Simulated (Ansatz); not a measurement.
`S=CBS` + `C[SiH2]N` → `C[SiH2]NC=S` + `BS`  (substitution at a C–B bond)

Calculated with Ansatz (gas phase, PBE0-D4/def2-TZVP geometries, no zero-point term in ΔE). CBS: MP2 limit from def2 TZ/QZ plus the TZ coupled-cluster correction, frozen cores. This one scheme is used for every species. DFT in def2-TZVPP. One conformer a species, not always the lowest.

**Question.** Is it downhill or uphill in electronic energy at CCSD(T)/CBS, and by how much? (Best estimate.)

**Answer.** Computed: Downhill: ΔE = -4.4 kcal/mol.

**Question.** What do these levels give: ωB97M-V, HF/def2-TZVPP, MP2/def2-TZVPP, CCSD/def2-TZVPP, MP2/def2-QZVPP, HF/CBS(def2)? (An estimate is asked.)

**Answer.** Ansatz gave: ωB97M-V -6.8, HF/def2-TZVPP -8.4, MP2/def2-TZVPP -5.3, CCSD/def2-TZVPP -4.8, MP2/def2-QZVPP -5.1, HF/CBS(def2) -8.4 kcal/mol.

Largest T1 diagnostic among the species: 0.017.

The D4 term adds −0.9 kcal/mol with B3LYP and −0.6 kcal/mol with PBE0; it sums over pairs of atoms, weighted by their polarisabilities, and B3LYP, whose exchange is more repulsive, gets the larger term. In def2-TZVPP, CCSD(T) changes the Hartree–Fock value by +3.6 kcal/mol (the triples alone add +0.0 kcal/mol) and MP2 by +3.1 kcal/mol.

B3LYP here is the variant with VWN-RPA as its local correlation; programs differ in this.
